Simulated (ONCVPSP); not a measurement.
**What one change does to a pseudopotential (tellurium, ONCV)**

- Element: tellurium (Te)
- Generator: ONCVPSP 4.0.1
- Type: optimised norm-conserving Vanderbilt (ONCV)
- Functional: revPBE
- Relativity: scalar-relativistic
- Frozen core: [Kr]
- Valence charge: 16
- Reference configuration: 4d10 5s2 5p4
- Partial waves: 5s: rc 1.55 bohr, ncon 4, nbas 8, qcut 3.6 1/bohr, 3 projectors, debl 2.6 Ha; 5p: rc 2.05 bohr, ncon 4, nbas 7, qcut 4.7 1/bohr, 2 projectors, debl 1.9 Ha; 4d: rc 0.95 bohr, ncon 3, nbas 7, qcut 11.3 1/bohr, 2 projectors, debl 2.4 Ha
- Local potential: polynomial inside 0.65 bohr (lpopt 5, dvloc0 0 Ha)
- Core correction: Teter function, fcfact 3, rcfact 1.4

Change: s: nproj 2.

Cutoffs: the cutoffs (Ha) at which the residual kinetic energy of the hardest occupied pseudo-wave falls to 1 and 0.1 mHa per electron; they do not see the model core or the augmentation charge, which bear on the density cutoff. Errors are all-electron minus pseudo energies relative to the spin-unpolarised reference configuration.

Problem. How do hardness, ghosts and transferability respond?

Solution. The potential gets neither clearly harder nor softer (52 Ha and 71 Ha → 52 Ha and 71 Ha); both files keep a bound ghost (p, s); the lowest positive-energy flag moves from p at 133.5 eV to s at 38.7 eV; of the 4 tests that both files solve, the error grows in 0 and shrinks in 1 by more than 15 % and 0.3 meV (median size 7.0 → 6.5 meV).

```csv
quantity,base,changed
"cutoff, loose",52 Ha,52 Ha
"cutoff, tight",71 Ha,71 Ha
bound ghosts,"s, p","s, p"
GHOST(+) flags under 300 eV,p at 133.5 eV,"s at 38.7 eV, p at 133.5 eV"
"error for 4d10 5s2 5p3, meV [ΔE 9.68 eV]",-3.1,-2.9
"error for 4d10 5s2 5p2, meV [ΔE 27.55 eV]",-9.6,-8.7
"error for 4d10 5s2 5p1, meV [ΔE 54.36 eV]",-17,-14
"error for 4d10 5s1 5p4, meV [ΔE 19.51 eV]",-4.5,-4.2
s: phases at 1.57 bohr within 0.05 rad from the reference energy up to (Ha; the scan ends near 5),to the end of the scan,n/a
p: phases at 2.09 bohr within 0.05 rad from the reference energy up to (Ha; the scan ends near 5),3.5,3.5
d: phases at 0.96 bohr within 0.05 rad from the reference energy up to (Ha; the scan ends near 5),to the end of the scan,to the end of the scan
"rms error of d²Exc/dni dnj with the model core, mHa",1.62,1.62
```

 A true bound ghost makes a file unfit for plane-wave use even where its test errors are small: the radial tests pick states by their node count and pass the ghost by.
